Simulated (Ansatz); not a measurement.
Ideal-gas functions of ClF2Sc, SMILES `[F][Sc]([F])[Cl]` at 600 K and 1 bar, from an Ansatz frequency run at PBE0-D4/def2-TZVP.

Molar mass 118.41 g/mol, point group C2v (symmetry number 2), electronic degeneracy 1, moments of inertia 92.673, 203.349, 296.021 u Å². Harmonic wavenumbers (cm⁻¹, unscaled): 83, 122, 162, 422, 689, 735.

Use S(trans) = R[1.5 ln M + 2.5 ln T − 1.1517]; rotational temperatures θ = 24.2544 K / I; S(rot) = R[ln(√π/σ · √(T³/θAθBθC)) + 1.5]; for each mode x = 1.438777 ν̃/T, S = R[x/(eˣ − 1) − ln(1 − e⁻ˣ)] and H = RT x/(eˣ − 1); 1 cm⁻¹ = 0.0119627 kJ/mol; R = 8.31446 J/(mol·K).

Q: By hand: the entropy, in J/(mol·K).

A: Translation 182.9. Rotation: θ = 0.2617, 0.1193, 0.0819 K, giving 116.1. Vibration, mode by mode: 21.75, 18.56, 16.23, 8.56, 5.03, 4.60, in all 74.7. Electronic 0.0. Sum 373.7 J/(mol·K).

Q: By hand: H − E and G − E in kJ/mol, counted from the electronic energy.

A: Zero-point energy ½ × 2213 × 0.0119627 = 13.2; thermal vibration 19.5; translation, rotation and pV give 4 RT = 20.0. H − E = 52.7 kJ/mol, and G − E = 52.7 − 600 × 373.7/1000 = -171.5 kJ/mol.

Vibration gives 20 % of the entropy, 40.3 J/(mol·K) of it from the modes under 150 cm⁻¹: soft modes count most, and the harmonic formula is weakest for them.
